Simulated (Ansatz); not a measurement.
# Which method gave which barrier?

Saddle point of Si$_{2}$H$_{10}$O$_{3}$, closed shell (Si₂H₆O ([SiH3][O][SiH3]) + H₂O + H₂O → Si₂H₆O₂ ([OH][SiH2][O][SiH3]) + H₂O + H₂; bonds formed: Si1–O8, H2–H9, H7–O10; bonds broken: Si1–H2, H7–O8, H9–O10), PBE0-D4/def2-TZVP structure:

```
15
angstrom
Si 1.0861 0.6612 -0.2214
H 0.0208 -0.0429 0.9464
O 1.0709 -0.8075 -0.9848
Si 0.4164 -2.2446 -0.5380
H 1.8038 1.4083 -1.3198
H 2.0068 0.8883 0.9271
H -1.3009 1.5387 0.2186
O -0.2611 1.8201 -0.3572
H -1.1006 0.2696 1.0679
O -1.9940 0.8879 0.9105
H 0.9201 -2.7009 0.7849
H -1.0688 -2.1668 -0.4792
H 0.8033 -3.2390 -1.5701
H -0.2092 2.3936 -1.1261
H -2.1937 1.3339 1.7412
```

Computed with Ansatz 0.2.0 (basis: def2-TZVPP, with def2-QZVPP for the basis limit); correlated methods freeze the cores. B3LYP uses VWN-RPA correlation. Extrapolation: Hartree–Fock as exp(−7.88 √X), correlation as X^−2.97. Four methods, as single points on the PBE0-D4 structures, gave these electronic barriers from the start structure: 1.151, 1.260, 1.472, 2.182 eV.

Question: The methods were, in alphabetical order, B3LYP-D4, BHLYP-D4, BLYP-D4, HF. Which gave which? (A judgement: the text doesn't fix the answer.)

Answer: Computed: BLYP-D4 1.151; B3LYP-D4 1.260; BHLYP-D4 1.472; HF 2.182 eV. For comparison, CCSD(T) at an estimated basis limit (MP2 extrapolated from triple and quadruple zeta, plus CCSD(T) − MP2 in triple zeta) gives 1.373 eV.

The T1 diagnostic stays at or below 0.012.

Labels in which every atom is bracketed show which atoms are joined, not bond orders.

For scale, one of the runs: CCSD(T)/def2-TZVPP, 317 basis functions, launched by `ansatz run in.yaml --threads 8 --pin off --events-out ev --progress --plain --max-ram 19148MiB`. Time: 3.2 min of wall clock on 8 CPU threads of an AMD EPYC 7B13; the host was shared. Peak host memory: 12 GiB.
